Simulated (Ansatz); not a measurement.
Geometry optimisation, Ansatz 0.2.0, UKS PBE0-D4/def2-SVP.

Input file:

```yaml
crystal:
  periodic: [false, false, false]
  atoms:
    - { symbol: Ge, position_ang: [-0.192668, 0.423509, -0.211779] }
    - { symbol: H, position_ang: [0.170464, 0.192757, 2.505882] }
    - { symbol: C, position_ang: [1.719428, 0.073147, -0.387592] }
    - { symbol: H, position_ang: [2.040802, -0.499227, 0.492837] }
    - { symbol: H, position_ang: [1.913074, -0.509479, -1.302127] }
    - { symbol: H, position_ang: [2.282785, 1.015185, -0.441447] }
    - { symbol: H, position_ang: [-0.732273, 1.363522, -1.319066] }
    - { symbol: H, position_ang: [-1.0202, -0.885695, -0.209223] }
    - { symbol: O, position_ang: [0.534871, -0.709432, 2.644789] }
    - { symbol: H, position_ang: [-0.249384, -1.265386, 2.571527] }
magnetization:
  spin_polarized: true
  initial_magnetization: 1
basis:
  gaussian: { orbitals: def2-SVP }
hamiltonian:
  xc: pbe0
  dispersion: d4
relax:
  f_tol: 0.03
  max_steps: 50
```

Run as:

```bash
$ ansatz run input.yaml --threads 4 --pin off --max-ram 5120MiB --backend cpu --events-out ev --progress --plain --runs-dir out
```

Problem. Where does it end, and by what steps?

Solution. The run converged. After 9 steps the energy has fallen by 0.015 eV; H2 moved furthest, 0.25 Å.

```
step  energy less start (eV)  largest force component (eV/Å)  accepted
   0                  0.0000                           0.749       yes
   1                 -0.0020                           0.933       yes
   2                  0.0453                           0.849        no
   3                 -0.0058                           0.559       yes
   4                 -0.0068                           0.243       yes
   5                 -0.0060                           0.285        no
   6                 -0.0141                           0.047       yes
   7                 -0.0151                           0.087       yes
   8                 -0.0153                           0.043       yes
   9                 -0.0153                           0.011       yes
```

```xyz
10
Properties=species:S:1:pos:R:3
Ge -0.200 0.469 -0.251
H 0.181 0.147 2.751
C 1.710 0.084 -0.391
H 2.019 -0.427 0.532
H 1.903 -0.566 -1.258
H 2.286 1.013 -0.508
H -0.725 1.326 -1.431
H -1.035 -0.835 -0.171
O 0.550 -0.738 2.645
H -0.222 -1.272 2.426
```

Whether the end is a true minimum wasn't checked by a vibrational analysis.

The run took 20 s on 4 threads of Arm Neoverse V2, with other jobs on the host, peak memory 0.28 GiB.
